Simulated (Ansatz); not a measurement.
C₂H₆AuClS, charge +1, doublet, geometry from GFN2-xTB (such geometries of metal compounds can be far from the true shape) (the multiplicity is a formal guess) (core potentials on Au). Base run: HF/def2-SVP in Ansatz (a first-principles code).

Geometry (Å):
```xyz
11

Au     0.2398    -0.4435    -0.0656
Cl     2.4320    -0.8148     0.4419
C     -1.3790     2.3041    -1.2032
S     -1.8073     0.8193    -0.2642
C     -2.1061     1.5304     1.3714
H     -0.5659     2.8420    -0.7239
H     -2.2630     2.9368    -1.2575
H     -1.0939     1.9993    -2.2060
H     -1.2505     2.1135     1.7002
H     -2.2997     0.7162     2.0636
H     -2.9876     2.1657     1.3081
```
Charge +1, spin multiplicity 2.
Orbitals are unrestricted.
All else is at Ansatz's defaults.

Variants of this job, named by their change:

```
change              basis functions       E (Eh)  core-seconds (rough)
------------------  ---------------  -----------  --------------------
base                            126  -1070.47394                    20
basis = def2-SV(P)              101  -1070.45257                    10
basis = def2-SVPD               177  -1070.48873                    50
basis = def2-TZVP        (withheld)   (withheld)                    50
basis = def2-TZVPD              263  -1070.87234                   200
basis = def2-TZVPP              286  -1070.87381                   200
```

Problem. Fill in the missing entries.

Solution. 
- basis = def2-TZVP, basis functions: 212
- basis = def2-TZVP, E (Eh): -1070.87048

Totals compare only among sets that treat the same electrons; sets with core potentials leave the core out.
